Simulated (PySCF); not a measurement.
# Peak assignment

Atoms are numbered as in `[CH3:1][CH2:2][O:3][c:4]1[cH:5][cH:6][cH:7][cH:8][c:9]1[F:10]`. Hydrogens are named by the atom that carries them.

Method: PBE0-D3(BJ)/def2-SVP structure, NMR shieldings at PBE0/pcSseg-1/GIAO, in PySCF (no solvent model, averaged over atoms made equivalent by symmetry, fast rotation or ring inversion, non-relativistic, one conformer).

Scale: 13C (σ = 184.41 ppm) and 1H (σ = 31.27 ppm) against TMS (reference shieldings calculated alike).

(1) Assign these signals to the numbered atoms. 13C{1H} NMR (computed): δ 160.0, 151.3, 128.3, 124.1, 121.9, 114.4, 61.7, 13.6.

(2) Assign these signals to the numbered atoms. 1H NMR (600 MHz, computed): δ 7.15 (m, 1H), 7.07 (m, 1H), 6.90 (m, 1H), 6.73 (m, 1H), 4.14 (q, 2H), 1.27 (t, 3H).

Answers

(1) 
| δ (ppm) | atoms | environment | reason |
| --- | --- | --- | --- |
| 160.0 | C9 | aromatic carbon bearing fluorine | σ withdrawal by the attached heteroatom moves it downfield of the ring CH carbons |
| 151.3 | C4 | aromatic carbon bearing oxygen | the electronegative substituent deshields the carbon that carries it |
| 128.3 | C6 | aromatic CH | the aromatic region |
| 124.1 | C7 | aromatic CH | – |
| 121.9 | C8 | aromatic CH | – |
| 114.4 | C5 | aromatic CH | resonance donation from the substituent shields this position |
| 61.7 | C2 | sp3 CH2 bonded to O | the inductive effect lowers its shielding |
| 13.6 | C1 | methyl carbon | saturated and bonded to C and H only |

(2) 
| δ (ppm) | atoms | environment | reason |
| --- | --- | --- | --- |
| 7.15 | H(C8) | hydrogen on an aromatic CH | aromatic region |
| 7.07 | H(C6) | hydrogen on an aromatic CH | – |
| 6.90 | H(C7) | hydrogen on an aromatic CH | – |
| 6.73 | H(C5) | hydrogen on an aromatic CH | – |
| 4.14 | H(C2) | hydrogen on an sp3 CH2 bonded to O | its carbon carries O, an electronegative neighbour |
| 1.27 | H(C1) | hydrogen on a methyl carbon | – |

H(C8) and H(C6) lie closer than the usual error of such a calculation, so a measured spectrum could show them in the other order.

Splittings by 19F in the carbon and heteronuclear signals aren't shown, as no couplings were computed. Shifts are as computed. Against solution values, carbons near 30 ppm lie about +2 ppm off and those near 130 ppm about +5 ppm. Of 1211 compounds with measured shifts, 218 miss one by over three times the rms of a fit or turn the order of signals round; such compounds aren't used in these exercises. Multiplicities follow the n + 1 count of equivalent neighbours, as no J values were calculated; m marks all less simple cases, F and P coupling included.
